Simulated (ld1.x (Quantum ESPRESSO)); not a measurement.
# What the settings do to the PAW potential of Pd

Base potential:

- Element: Pd (Z = 46)
- Generator: ld1.x (Quantum ESPRESSO) 7.5
- Type: PAW
- Functional: PBEsol
- Relativity: scalar-relativistic
- Frozen core: [Kr]
- Valence charge: 10
- Reference configuration: 4d10 5s0
- Partial waves: 5s (bound, empty): rcut 2.10, rcutus 2.90 bohr; 5s channel at 4.45 Ry: rcut 2.10, rcutus 2.90 bohr; 5p channel at -0.05 Ry: rcut 1.70, rcutus 2.35 bohr; 4d (bound): rcut 1.65, rcutus 1.95 bohr; 4d channel at 0.05 Ry: rcut 1.65, rcutus 1.95 bohr
- Local potential: all-electron potential smoothed inside 2.70 bohr (lloc = -1)
- Core correction: Bessel-smoothed model core inside 1.40 bohr
- Augmentation charge: GAUSS, radius 1.85 bohr

All-electron outer shells of the reference configuration (PBEsol, scalar-relativistic, ld1.x):

```csv
shell,level (eV),outermost node (bohr),outermost maximum (bohr)
4p,-51.14,0.46,0.91
4d,-4.05,0.45,1.10
5s,-3.30,1.15,2.67
```

Cutoffs, loose and tight: the cutoffs (Ry, on a coarse ladder) from which the occupation-weighted sum of valence levels, in a spherical-Bessel basis at the reference potential, stays within 10 and 1 mRy of its value at 400 Ry. They do not see the model core or the augmentation charge, which bear on the density cutoff. Test errors are all-electron minus pseudo excitation energies from the reference, over the configurations 4d9 5s0; 4d8 5s0; 4d7 5s0; 4d9.5 5s0; 4d9 5s1; 4d8 5s1; 4d6 5s0. A dash means not determined; rows that change the core or the reference have their own tests.

| change | outcome | cutoff, loose | cutoff, tight | bound ghosts | largest test error (meV) |
| --- | --- | --- | --- | --- | --- |
| base | generated | 30 Ry | 50 Ry | none | -1565 |
| core correction a·sin(br)/r model core, default radius (ld1.x builds one for every PAW set, though the input has nlcc=.false.) | generated | 30 Ry | 50 Ry | none | -1681 |
| core correction Bessel-smoothed model core inside 0.78 bohr | generated | 30 Ry | 50 Ry | none | -1565 |
| core correction Bessel-smoothed model core inside 1.10 bohr | generated | 30 Ry | 50 Ry | none | -1565 |
| core correction Bessel-smoothed model core inside 1.22 bohr | generated | 30 Ry | 50 Ry | none | -1564 |
| core correction Bessel-smoothed model core inside 1.62 bohr | generated | 30 Ry | 50 Ry | none | -1566 |
| core correction Bessel-smoothed model core inside 1.86 bohr | generated | 30 Ry | 50 Ry | none | -1569 |
| core correction Bessel-smoothed model core inside 2.14 bohr | generated | 30 Ry | 50 Ry | none | -1574 |
| core correction Bessel-smoothed model core inside 2.34 bohr | generated | 30 Ry | 50 Ry | none | -1587 |
